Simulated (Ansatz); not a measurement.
`C#[C][SnH]([CH3])[F]` + H₂ → `C#[C][SnH2][F]` + CH₄ at 700 K and 1 bar (hydrogenolysis of the Sn–C bond).

Isolated molecules relaxed with PBE0-D4/def2-TZVP in Ansatz; ΔE leaves out vibrations. CCSD(T)/CBS is the MP2 limit (def2-TZVPP, def2-QZVPP) plus CCSD(T) − MP2 in def2-TZVPP, frozen cores. This one scheme is used for every species. def2 core potentials past Kr. For Sn outer-core shells are correlated without core-valence functions, which leaves a few kJ/mol of doubt a bond.

| species | CCSD(T)/CBS energy (Eh) | H − E (kJ/mol) | S (J/(mol·K)) |
| --- | --- | --- | --- |
| `C#[C][SnH]([CH3])[F]` | -430.95503 | 249.1 | 498.3 |
| H₂ | -1.17544 | 46.8 | 155.3 |
| `C#[C][SnH2][F]` | -391.67763 | 152.2 | 420.8 |
| CH₄ | -40.46206 | 145.9 | 224.0 |

H − E and S are ideal-gas, rigid-rotor, harmonic terms from PBE0-D4/def2-TZVP, for one conformer and one mirror image of each species. The MP2-based limit puts H₂ 0.8 mEh under its directly extrapolated value; such offsets cancel only in part. 1 Eh = 2625.50 kJ/mol, R = 8.31446 J/(mol·K).

Q: By hand: ΔE, ΔH, ΔS and ΔG.

A: ΔE = (-391.67763) + (-40.46206) − (-430.95503) − (-1.17544) = -0.00922 Eh = -24.2 kJ/mol. Δ(H − E) = 152.2 + 145.9 − 249.1 − 46.8 = 2.2, so ΔH = -22.0 kJ/mol. ΔS = 420.8 + 224.0 − 498.3 − 155.3 = -8.8 J/(mol·K). ΔG = -22.0 − 700 × (-8.8)/1000 = -15.8 kJ/mol.

Q: By hand: the equilibrium constant, and the temperature at which ΔG would vanish if ΔH and ΔS stayed fixed.

A: log₁₀ K = −ΔG/(RT ln 10) = 1.2. ΔG = 0 at ΔH/ΔS = 2500 K, though so small a ΔS makes that figure unsure.

The number of gas molecules stays the same, so ΔS is small and ΔH decides. A doubt of 5 kJ/mol in ΔE shifts log₁₀ K by 0.4 here. Other conformers and mirror images would add mixing entropy, several J/(mol·K) or more a flexible species. These are equilibria of isolated gas molecules and say nothing of rates. Largest T1 diagnostic: 0.014 (customary marks: 0.02 for closed shells, 0.045 for open ones).
